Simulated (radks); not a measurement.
Problem. All-electron atom: Eu44+ in [Ar] 3d1. Method: non-relativistic Kohn-Sham, PBE, spin-polarised, spherical densities, point nucleus; open shells are filled with parallel spins first (spin-orbit coupling, left out, can overturn this in heavy ions); relativity is left out, which matters for an element this heavy; computed with a radial shooting solver on a logarithmic mesh with Libxc functionals. Some entries of the table are withheld. Estimate them.

orbital,occ.,eigenvalue (hartree),r(max) (bohr),<r^2> (bohr^2)
1s up,1,-1771.170,0.01597,0.0007752
1s down,1,-1771.168,0.01597,0.0007752
2s up,1,-360.0035,0.08715,0.01209
2s down,1,-359.7968,0.08712,0.01208
2p up,3,-347.8145,0.06787,0.008986
2p down,3,-347.6675,0.06785,0.008978
3s up,1,-138.4846,0.2325,0.06855
3s down,1,-138.3057,0.2326,0.06864
3p up,3,(1),0.2187,0.06272
3p down,3,(2),0.2188,0.06283
3d up,1,-126.0358,0.1709,0.04732
3d down,0,-125.7651,0.1711,0.04743

Solution. 
(1) 3p up eigenvalue (hartree): -133.7185
(2) 3p down eigenvalue (hartree): -133.5180
